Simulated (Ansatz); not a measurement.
Relaxation of Cl2FH5OSi (10 atoms, charge 0, multiplicity 1), to a largest force component of 0.03 eV/Å in at most 50 steps.

All numbers below come from RKS LDA/def2-SVP (Ansatz 0.2.0).

```xyz
10
Properties=species:S:1:pos:R:3
Si -1.247 -0.435 -0.564
H 1.184 -1.157 0.438
Cl -0.042 -1.071 -2.096
Cl -1.368 -1.924 0.838
H -2.599 -0.152 -1.115
H 1.445 1.802 0.064
O -0.681 1.021 0.129
H 1.582 -0.581 0.579
F 1.694 1.569 0.921
H 0.034 0.929 0.805
```

Problem. Where does it end, and by what steps?

Solution. It converged. After 22 steps the energy has fallen by 0.376 eV; H2 moved furthest, 1.35 Å.

| step | energy less start (eV) | largest force component (eV/Å) | accepted |
| --- | --- | --- | --- |
| 0 | 0.0000 | 2.263 | yes |
| 1 | -0.1738 | 0.943 | yes |
| 2 | -0.2138 | 0.319 | yes |
| 3 | -0.2226 | 0.134 | yes |
| 4 | -0.2358 | 0.296 | yes |
| 5 | -0.2108 | 1.252 | no |
| 6 | -0.2571 | 0.243 | yes |
| 7 | -0.2546 | 0.870 | no |
| 8 | -0.2658 | 0.207 | yes |
| 9 | -0.2711 | 0.278 | yes |
| 10 | -0.2785 | 0.212 | yes |
| 11 | -0.2861 | 0.405 | yes |
| 12 | -0.2943 | 0.700 | yes |
| 13 | -0.3103 | 0.296 | yes |
| 14 | -0.3284 | 0.284 | yes |
| 15 | -0.3429 | 0.365 | yes |
| 16 | -0.3634 | 0.333 | yes |
| 17 | -0.3703 | 0.159 | yes |
| 18 | -0.3714 | 0.068 | yes |
| 19 | -0.3720 | 0.049 | yes |
| 20 | -0.3748 | 0.085 | yes |
| 21 | -0.3755 | 0.038 | yes |
| 22 | -0.3757 | 0.027 | yes |

```xyz
10
Properties=species:S:1:pos:R:3
Si -1.329 -0.333 -0.673
H 1.620 -0.636 1.603
Cl -0.254 -0.702 -2.365
Cl -1.763 -2.109 0.240
H -2.562 0.429 -0.999
H 0.870 1.342 -0.101
O -0.430 0.574 0.393
H 1.841 -0.060 1.101
F 1.825 1.441 -0.173
H 0.182 0.053 0.976
```

Time of the run: 28 s on 2 threads of Intel(R) Xeon(R) 6975P-C (Granite Rapids) (shared host), peak memory 0.18 GiB.
